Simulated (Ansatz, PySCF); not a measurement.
Process, species as SMILES: N[SiH](N)N -> N[SiH]N + [NH2] (NH2) (the N-Si bond at the site shown breaks; other sites are not compared here)
Geometries: B3LYP-D3(BJ)/def2-TZVP minima from Ansatz (a quantum-chemistry and plane-wave program), one conformer each, not searched for the lowest.

Wanted: bond dissociation energy (0 K, with B3LYP-D3(BJ) harmonic zero-point energies from PySCF), in eV. Cores are frozen in the correlated levels unless marked. UHF or UKS for open shells. No spin-orbit coupling. No relativistic terms. CBS marks a two-point X^-3 extrapolation of the correlation energy; Hartree-Fock from the larger set.

```csv
level,program,bond dissociation energy (eV)
BLYP-D4/def2-TZVPD,Ansatz + dftd4,4.39
B3LYP-D3(BJ)/def2-TZVPD,Ansatz + dftd3,4.50
HSE06/def2-TZVPD,Ansatz,4.50
B2PLYP-D4/def2-TZVPD,Ansatz + dftd4,4.64
B2PLYP/def2-TZVPD,Ansatz,4.59
CCSD/aug-cc-pV(D+d)Z,Ansatz,4.34
"CCSD(T)/CBS(aug-cc-pV(T+d)Z,aug-cc-pV(Q+d)Z)",Ansatz,…
```

Task: Some entries are withheld; supply them.

Result: 
- CCSD(T)/CBS(aug-cc-pV(T+d)Z,aug-cc-pV(Q+d)Z), bond dissociation energy (eV): 4.82
